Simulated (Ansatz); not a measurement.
Species: H6NSi2, SMILES `[SiH2]N[SiH3]` (charge 0, multiplicity 2), formula H$_{6}$NSi$_{2}$.

### Question
How many basis functions does frozen-core CCSD(T)/cc-pVTZ // PBE0-D4/def2-TZVP (Ansatz, an electronic-structure program) use, how many core orbitals are frozen, and how many electrons are correlated?

### Answer
182 basis functions and 11 frozen orbitals, which leaves 19 correlated electrons. Core time is of the order of minutes.
